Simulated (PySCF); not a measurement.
A series of related molecules.

All values: wB97X-D/def2-SVPD (PySCF) at GFN2-xTB geometries, gas phase, one conformer each. Core orbitals are frozen in the response; Δα² is half the sum of the squared differences of the principal polarisabilities.

(1) Rank by HOMO–LUMO gap, lowest first.
A. `C/C(=C\CF)C(F)=C=O`
B. `C/C(=C\Cl)C(F)=C=O`
C. `C(=O)=C(/C(=C/OC)C)F`

(2) Rank by HOMO energy, lowest first.
A. `CO/C=C(\C)C(F)=C=O`
B. `C#C/C=C(/C)C(F)=C=O`
C. `C/C(=C\CF)C(F)=C=O`
D. `C/C(=C\C=O)C(F)=C=O`

Answers

(1) C (7.33 eV), B (7.64 eV), A (7.78 eV).

(2) D (-8.72 eV), C (-8.25 eV), B (-7.98 eV), A (-7.52 eV).

All values together:

```csv
SMILES,formula,μ (D),HOMO (eV),LUMO (eV),α (Å³),Δα (Å³),electrons,α per electron (Å³)
C/C(=C\C=O)C(F)=C=O,C6H5FO2,2.03,-8.72,-0.89,12.90,11.84,66,0.196
C/C(=C\CF)C(F)=C=O,C6H6F2O,2.45,-8.25,-0.46,11.86,9.30,68,0.174
CO/C=C(\C)C(F)=C=O,C6H7FO2,2.46,-7.52,-0.19,12.90,10.98,68,0.190
C#C/C=C(/C)C(F)=C=O,C7H5FO,1.49,-7.98,-0.43,12.95,8.58,64,0.202
[H]/N=C\C=C(\C)C(F)=C=O,C6H6FNO,3.23,-8.36,-0.73,13.27,8.75,66,0.201
C/C(=C\Cl)C(F)=C=O,C5H4ClFO,0.95,-8.26,-0.62,12.10,10.31,68,0.178
```

Conformers: `[CH3:1]/[C:2](=[CH:3]\[CH:4]=[O:5])[C:6]([F:7])=[C:8]=[O:9]` with C2–C3–C4–O5 -1°, C1–C2–C6–F7 180°; `[CH3:1]/[C:2](=[CH:3]\[CH2:4][F:5])[C:6]([F:7])=[C:8]=[O:9]` with C2–C3–C4–F5 179°, C1–C2–C6–F7 180°; `[CH3:1][O:2]/[CH:3]=[C:4](\[CH3:5])[C:6]([F:7])=[C:8]=[O:9]` with C1–O2–C3–C4 -178°, C3–C4–C6–F7 1°; `[CH:1]#[C:2]/[CH:3]=[C:4](/[CH3:5])[C:6]([F:7])=[C:8]=[O:9]` with C3–C4–C6–F7 180°; `[H]/[N:5]=[CH:4]\[CH:3]=[C:2](\[CH3:1])[C:6]([F:7])=[C:8]=[O:9]` with C2–C3–C4–N5 180°, C1–C2–C6–F7 0°; `[CH3:1]/[C:2](=[CH:3]\[Cl:4])[C:5]([F:6])=[C:7]=[O:8]` with C1–C2–C5–F6 180°.
